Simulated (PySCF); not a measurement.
**Two-dimensional NMR puzzle**

Compound of formula C3H10F2OSi2. Correlations simulated from computed shifts and the bond graph:

HSQC (one-bond C–H):
```
  δH     δC
6.14  127.5
0.40    0.2
0.30   -2.2
```

COSY cross peaks (H two or three bonds apart, from the bond graph; peaks can be absent where the dihedral angle is near 90°):
```
  δH    δH
6.14  5.02
5.31  5.24
5.31  0.40
5.24  0.40
5.02  0.30
```

HMBC (two and three bonds, from the bond graph):
```
  δH           δC
6.14         -2.2
5.31          0.2
5.24          0.2
5.02  127.5, -2.2
0.30        127.5
```

Calculated, not measured (PySCF 2.14): GIAO PBE0/pcSseg-1 shieldings, geometry from GFN2-xTB. No relativistic terms, no solvent, one computed conformer, rapidly exchanging positions averaged.

Shifts are taken against calculated references (same method and geometry level): 1H (σref 31.72) and 13C (σref 186.93) vs TMS.

Exchangeable hydrogens are left out of these lists.

**Question.** Work out the connectivity.

**Answer.** `InChI=1S/C3H10F2OSi2/c1-7-6-8(2)3(4)5/h3,8H,7H2,1-2H3/t8-/m1/s1`.

Structure with atom numbers: `[CH3:1][SiH2:2][O:3][Si@H:4]([CH3:5])[CH:6]([F:7])[F:8]`; H(Xn) means a hydrogen on atom n. Ha(Si2) is pro-R; Hb(Si2) is pro-S.

- δC 127.5 is C6, an sp3 CH bonded to 2 F and Si (δH 6.14).
- δC 0.2 is C1, a methyl carbon bonded to Si (δH 0.40).
- δC -2.2 is C5, a methyl carbon bonded to Si (δH 0.30).
- COSY links 6.14–5.02, 5.31–5.24, 5.31–0.40, 5.24–0.40, 5.02–0.30.

This is the structure that produced the data.

Shifts are as computed. Against solution values, carbons near 30 ppm lie about +3 ppm off and those near 130 ppm about +5 ppm. Of 1211 compounds with measured shifts, 218 miss one by over three times the rms of a fit or turn the order of signals round; such compounds aren't used in these exercises.
